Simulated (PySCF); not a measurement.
Gas-phase reaction: 4 CH₂FCF₃ → 3 C₂HF₅ + C₂H₅F

Computed with PySCF and rigid-rotor harmonic-oscillator thermochemistry at 1 bar. † marks an energy on the PBE0/def2-TZVP geometry and frequencies; other levels use their own. 6-31G* has spherical d functions here. All species are closed-shell singlets. B3LYP is the form with VWN-RPA correlation.

M06-2X/def2-TZVP† gives ΔH°(298 K) = 20 kJ.

**Question.** What do B3LYP/6-31G*, LDA/def2-TZVP†, BLYP/def2-TZVP† give?

**Answer.** B3LYP/6-31G*: 8 kJ; LDA/def2-TZVP†: 13 kJ; BLYP/def2-TZVP†: 18 kJ. For scale, ΔH°(298 K) is 20 kJ at this level, 20 kJ at ωB97M-V/def2-TZVP†, and runs from 8 to 71 kJ over the 19 levels computed.
